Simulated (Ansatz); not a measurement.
One change: `O[SiH]1BC1` becomes `O[SiH]1CB1Cl`.

Ansatz, PBE0-D4/def2-TZVP geometries, multiplicity 1. Each molecule was computed in one conformer, which needn't be the lowest.

| property | `O[SiH]1BC1` |
| --- | --- |
| LUMO energy (PBE0/def2-TZVPP) / eV | -1.29 |
| size of the dipole moment (B3LYP/def2-TZVPP) / D | 2.45 |
| zero-point energy (PBE0-D4/def2-TZVP) / kJ/mol | 158.8 |
| HOMO–LUMO gap (PBE/def2-TZVPP) / eV | 3.59 |
| HOMO energy (B3LYP/def2-TZVPP) / eV | -6.62 |
| HOMO–LUMO gap (B3LYP/def2-TZVPP) / eV | 5.16 |

(1) Give the same properties after the change, and the shifts. (Best estimate.)

Answers

(1) Computed: 
```
                                        property  `O[SiH]1CB1Cl`  shift
              LUMO energy (PBE0/def2-TZVPP) / eV           -1.26   0.03
size of the dipole moment (B3LYP/def2-TZVPP) / D            3.20   0.75
  zero-point energy (PBE0-D4/def2-TZVP) / kJ/mol           140.3  -18.5
             HOMO–LUMO gap (PBE/def2-TZVPP) / eV            3.53  -0.06
             HOMO energy (B3LYP/def2-TZVPP) / eV           -6.62   0.00
           HOMO–LUMO gap (B3LYP/def2-TZVPP) / eV            5.20   0.04
```

Dipoles are sizes alone; their direction can turn.

B3LYP here is the variant with VWN-RPA as its local correlation; programs differ in this.
